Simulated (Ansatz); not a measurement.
Reaction (ligand exchange at the Sn–C bond): `[CH3][Sn]([F])([F])[SiH3]` + H–F → `[F][Sn]([F])([F])[SiH3]` + CH₄

Program: Ansatz. Geometries: PBE0-D4/def2-TZVP. ΔE: electronic, gas phase. CCSD(T)/CBS adds triple-zeta CCSD(T) − MP2 to the extrapolated MP2 energy (def2 sets, frozen cores). This one scheme is used for every species. DFT in def2-TZVPP. B3LYP here is the variant with VWN-RPA as its local correlation; programs differ in this. Elements past krypton have def2 core potentials. For Sn outer-core shells are correlated without core-valence functions, which leaves a few kJ/mol of doubt a bond.

```json
{"level": "PBE-D4", "ΔE (kJ/mol)": "-70.5", "difference from CCSD(T)/CBS": "-5.2"}
{"level": "r2SCAN-D4", "ΔE (kJ/mol)": "-78.7", "difference from CCSD(T)/CBS": "-13.4"}
{"level": "PBE0-D4", "ΔE (kJ/mol)": "-65.2", "difference from CCSD(T)/CBS": "0.1"}
{"level": "B3LYP-D4", "ΔE (kJ/mol)": "-76.4", "difference from CCSD(T)/CBS": "-11.1"}
{"level": "ωB97X-V", "ΔE (kJ/mol)": "-76.6", "difference from CCSD(T)/CBS": "-11.3"}
{"level": "ωB97M-V", "ΔE (kJ/mol)": "-72.7", "difference from CCSD(T)/CBS": "-7.4"}
{"level": "B2PLYP", "ΔE (kJ/mol)": "-77.1", "difference from CCSD(T)/CBS": "-11.8"}
{"level": "PBE", "ΔE (kJ/mol)": "-74.2", "difference from CCSD(T)/CBS": "-8.9"}
{"level": "r2SCAN", "ΔE (kJ/mol)": "-79.8", "difference from CCSD(T)/CBS": "-14.5"}
{"level": "PBE0", "ΔE (kJ/mol)": "-68.5", "difference from CCSD(T)/CBS": "-3.2"}
{"level": "B3LYP", "ΔE (kJ/mol)": "-82.2", "difference from CCSD(T)/CBS": "-16.9"}
{"level": "HF/def2-TZVPP", "ΔE (kJ/mol)": "-86.5", "difference from CCSD(T)/CBS": "-21.2"}
{"level": "MP2/def2-TZVPP", "ΔE (kJ/mol)": "-59.8", "difference from CCSD(T)/CBS": "5.5"}
{"level": "SCS-MP2/def2-TZVPP", "ΔE (kJ/mol)": "-67.6", "difference from CCSD(T)/CBS": "-2.3"}
{"level": "CCSD/def2-TZVPP", "ΔE (kJ/mol)": "-63.7", "difference from CCSD(T)/CBS": "1.6"}
{"level": "CCSD(T)/def2-TZVPP", "ΔE (kJ/mol)": "-62.4", "difference from CCSD(T)/CBS": "2.9"}
{"level": "HF/def2-QZVPP", "ΔE (kJ/mol)": "-90.6", "difference from CCSD(T)/CBS": "-25.3"}
{"level": "MP2/def2-QZVPP", "ΔE (kJ/mol)": "-62.9", "difference from CCSD(T)/CBS": "2.4"}
{"level": "SCS-MP2/def2-QZVPP", "ΔE (kJ/mol)": "-70.6", "difference from CCSD(T)/CBS": "-5.3"}
{"level": "HF/CBS(def2)", "ΔE (kJ/mol)": "-91.2", "difference from CCSD(T)/CBS": "-25.9"}
{"level": "MP2/CBS(def2)", "ΔE (kJ/mol)": "-62.6", "difference from CCSD(T)/CBS": "2.7"}
{"level": "CCSD/CBS(def2)", "ΔE (kJ/mol)": "-66.5", "difference from CCSD(T)/CBS": "-1.2"}
{"level": "CCSD(T)/CBS", "ΔE (kJ/mol)": "-65.3", "difference from CCSD(T)/CBS": "0"}
```

Largest T1 diagnostic among the species: 0.015.

From PBE to PBE0 (25 % exact exchange), in def2-TZVPP and without D4, ΔE moves by +5.7 kJ/mol. The D4 term adds +5.8 kJ/mol with B3LYP and +3.3 kJ/mol with PBE0; it sums over pairs of atoms, weighted by their polarisabilities, and B3LYP, whose exchange is more repulsive, gets the larger term.
